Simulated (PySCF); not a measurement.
# BCl₃ at several levels of theory

All levels use the PBE0 minimum (singlet; B–Cl 1.737 Å (×3); Cl–B–Cl 120.0° (×3)), basis [B def2-TZVP, Cl def2-TZVP], no relativity, density fitting, no spin–orbit coupling, PySCF. For vertical energies the ionised species is a doublet (spins chosen at PBE0 and kept) and the electron-attached one a doublet. Atomisation goes to high-spin ground-configuration atoms, without zero-point energy. Open shells are unrestricted, also as the reference of the correlated levels. A dash marks a value that was not computed or is not defined at that level.

| level | atomisation (kJ/mol) | vertical IP (eV) | vertical EA (eV) | −ε(HOMO) (eV) | gap (eV) |
| --- | --- | --- | --- | --- | --- |
| PBE0 | 1380 | 11.30 | -0.26 | 9.09 | 7.40 |
| HF | 1023 | 11.70 | -1.00 | 12.44 | 14.63 |
| MP2 | 1394 | 11.69 | -0.64 | – | – |
| PBE | 1408 | 10.77 | -0.34 | 7.65 | 5.04 |
| CCSD(T) | 1308 | 11.62 | -0.60 | – | – |
| r2SCAN | 1393 | 11.05 | -0.23 | 8.01 | 5.67 |
| B3LYP | 1316 | 11.19 | -0.32 | 8.79 | 6.94 |
| TPSSh | 1341 | 11.06 | -0.31 | 8.34 | 6.20 |
| M06-L | 1407 | 11.05 | -0.44 | 7.95 | 5.61 |
| TPSS | 1347 | 10.85 | -0.34 | 7.77 | 5.28 |

For BCl₃ itself CCSD(T) correlates 24 electrons; T1 = 0.011, D1 = 0.044, (T) = -85 kJ/mol.

Which levels differ least and most from CCSD(T) in the atomisation?

Least: B3LYP (+8 kJ/mol); most: HF (-285 kJ/mol). CCSD(T) atomisation energies in a triple-zeta basis lie tens of kJ/mol low, so this is no ranking by accuracy.

Without diffuse functions attachment energies tend to come out too low.
